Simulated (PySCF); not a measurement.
C₂H₁₀FNSi₂, SMILES CC[SiH2][Si@@H](N)F.

Geometry optimised at PBE0-D3(BJ)/def2-SVP. The structure was generated by enumeration; whether it is a known compound was not checked. The values are those of a single conformer.

Computed with SMD-PBE0/def2-SVP (PySCF).

Solvation free energies are E(SMD) − E(gas) at the gas-phase geometry, for 1 M in both phases. In vacuum the dipole moment is 2.45 D.

Computed solvation free energies in water, 1-octanol, ethylethanoate:
```tsv
solvent	ΔG(solv) (kcal/mol)	its non-electrostatic (CDS) part	dipole (D)
water	-0.4	5.3	3.13
1-octanol	-4.2	0.7	3.03
ethylethanoate	-4.2	0.2	2.97
```
